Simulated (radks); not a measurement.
Results of a calculation; reference values are marked as such.
Dipole-allowed excitations along the series with 29 electrons in [Ar] 3d10 4s1. Code: a radial shooting solver on a logarithmic mesh with Libxc functionals. Model: non-relativistic Kohn-Sham, LB94 model potential, spin-polarised, spherical densities, point nucleus; open shells are filled with parallel spins first (spin-orbit coupling, left out, can overturn this in heavy ions). Time-dependent linear response with the Hartree and adiabatic LDA kernel, continuum included through the Sternheimer equations. Lines are the poles of the dipole polarisability below minus the highest occupied eigenvalue, found on a grid refined at the orbital gaps; the lowest seven at most are given, and weak or close lines can be missed. The first line takes the name of the lowest orbital gap if no other gap lies below it; otherwise a line is named after a gap within 0.6 % of it, if that gap stands alone.

species  -e(HOMO) (eV)  lowest orbital gap (eV)  first line (eV)      f  static alpha (bohr^3)
Rb8+            153.06             4s-4p 19.277   20.664 (4s-4p)  0.683                  1.370
Zr11+           237.86             4s-4p 24.444   26.159 (4s-4p)  0.630                 0.7786
Nb12+           269.66             4s-4p 26.157   27.979 (4s-4p)  0.613                 0.6608
Mo13+           303.21             4s-4p 27.868   29.796 (4s-4p)  0.597                 0.5661

Estimate the first line of Sr9+, its oscillator strength and the static polarisability.

Answer. 22.503 eV (4s-4p), f = 0.665, alpha = 1.119 bohr^3.
